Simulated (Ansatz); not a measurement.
`[CH3][InH][C]#N` + CH₃NH₂ → `C[NH][InH][CH3]` + `C#N` at 298.15 K and 1 bar (ligand exchange at the In–C bond).

Gas-phase electronic energies from Ansatz, PBE0-D4/def2-TZVP geometries. CCSD(T)/CBS adds triple-zeta CCSD(T) − MP2 to the extrapolated MP2 energy (def2 sets, frozen cores). This one scheme is used for every species. def2 core potentials past Kr. For In outer-core shells are correlated without core-valence functions, which leaves a few kJ/mol of doubt a bond. One conformer a species, not always the lowest.

```
          species  CCSD(T)/CBS energy (Eh)  H − E (kJ/mol)  S (J/(mol·K))
`[CH3][InH][C]#N`               -323.00069           148.8          353.1
           CH₃NH₂                -95.75281           180.0          240.4
`C[NH][InH][CH3]`               -325.42029           272.1          375.0
            `C#N`                -93.32098            52.4          201.2
```

H − E and S are ideal-gas, rigid-rotor, harmonic terms from PBE0-D4/def2-TZVP, for one conformer and one mirror image of each species. 1 Eh = 2625.50 kJ/mol, R = 8.31446 J/(mol·K).

Question: By hand: ΔE, ΔH, ΔS and ΔG.

Answer: ΔE = (-325.42029) + (-93.32098) − (-323.00069) − (-95.75281) = 0.01223 Eh = 32.1 kJ/mol. Δ(H − E) = 272.1 + 52.4 − 148.8 − 180.0 = -4.3, so ΔH = 27.8 kJ/mol. ΔS = 375.0 + 201.2 − 353.1 − 240.4 = -17.3 J/(mol·K). ΔG = 27.8 − 298.15 × (-17.3)/1000 = 33.0 kJ/mol.

Question: By hand: the equilibrium constant, and the temperature at which ΔG would vanish if ΔH and ΔS stayed fixed.

Answer: log₁₀ K = −ΔG/(RT ln 10) = -5.8. ΔH and −TΔS have one sign here, so there is no such temperature.

ΔH outweighs TΔS. A doubt of 5 kJ/mol in ΔE shifts log₁₀ K by 0.9 here. Other conformers and mirror images would add mixing entropy, several J/(mol·K) or more a flexible species. Modes under 60 cm⁻¹, often nearly free rotors, make the harmonic entropy too high. These are equilibria of isolated gas molecules and say nothing of rates. Largest T1 diagnostic: 0.015 (customary marks: 0.02 for closed shells, 0.045 for open ones).
